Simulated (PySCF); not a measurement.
Spectra and structures to be paired. Method used: TDDFT B3LYP/def2-SVPD, vertical, gas phase, core orbitals frozen in the response in PySCF 2.14.0, density-fitted response routines. Geometries: GFN2-xTB; one conformer of each isolated species. Triplets are in the Tamm–Dancoff approximation.

A. `[SiH3]C[Si@H](Cl)O[SiH3]`
B. `C=CO[SiH2]OC[SiH3]`
C. `Clc1cnnnc1`

Lowest singlet levels (six at most, fewer where fewer were computed) with oscillator strengths:

1. 3.43 eV (f 0.003); 3.51 eV (f 0.000); 4.02 eV (f 0.000); 4.16 eV (f 0.005); 5.52 eV (f 0.014); 5.76 eV (f 0.055); T1 2.56 eV
2. 5.92 eV (f 0.002); 6.39 eV (f 0.016); 6.60 eV (f 0.008); 6.90 eV (f 0.018); 6.93 eV (f 0.014); 7.01 eV (f 0.291); T1 4.49 eV
3. 7.05 eV (f 0.001); 7.38 eV (f 0.000); 7.47 eV (f 0.071); 7.56 eV (f 0.009); 7.70 eV (f 0.004); 7.97 eV (f 0.070); T1 6.84 eV

Question: Match each spectrum to its molecule.

Answer: 1 = C, 2 = B, 3 = A.
- A: S1 at 7.05 eV, HOMO→LUMO (93%); Löwdin shares by element: HOMO carbon 22%, chlorine 22%, silicon 14% or more, oxygen 12% (atoms not listed hold the other 30%); LUMO silicon 46%, hydrogen 9% or more (atoms not listed hold the other 44%); HOMO -8.20 and LUMO -0.28 eV.
- B: S1 at 5.92 eV, HOMO→LUMO (88%); Löwdin shares by element: HOMO carbon 64% or more, oxygen 22% or more, hydrogen 4% or more; LUMO silicon 31%, carbon 13% or more, hydrogen 8% or more (atoms not listed hold the other 48%); HOMO -6.84 and LUMO -0.12 eV.
- C: S1 at 3.43 eV, HOMO→LUMO (100%); Löwdin shares by element: HOMO nitrogen 87%, carbon 5% or more; LUMO nitrogen 51%, carbon 23% or more (atoms not listed hold the other 26%); HOMO -7.17 and LUMO -2.46 eV; point group C2v, 2 of its 6 listed states under f = 0.0005.
